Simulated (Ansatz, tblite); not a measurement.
Forces on FeS₂⁻ at its PBE0-D4/def2-TZVPD geometry. Charge -1, multiplicity 2.

The xTB rows come from tblite. At PBE0-D4/def2-TZVPD the charge -1 doublet is spin-contaminated (final ⟨S²⟩ up to 2.58, 0.75 for a pure state). At PBE0-D4/def2-TZVPD the highest occupied level of the charge -1 doublet lies above zero (up to 0.11 eV). The electron is either unbound and held by the finite basis, or the level is raised by self-interaction error. The structure comes from a short search, and lower isomers may exist.

GFN1-xTB (tblite), largest force 0.99 eV/Å:

```xyz
3
positions Å, forces eV/Å
Fe   -0.638    0.800    0.851    0.512   -0.551   -0.641
S    -0.393   -1.133   -0.224   -0.656   -0.198    0.406
S     1.031    0.334   -0.627    0.145    0.749    0.235
```

GFN2-xTB (tblite), largest force 0.63 eV/Å:

```
Fe 0.357 -0.313 -0.415
S -0.364 -0.125 0.218
S 0.007 0.439 0.197
```

PBE0-D4/def2-TZVPD (Ansatz), largest force 0.00 eV/Å:

```
Fe 0.000 0.000 0.000
S 0.000 0.000 0.000
S 0.000 0.000 0.000
```
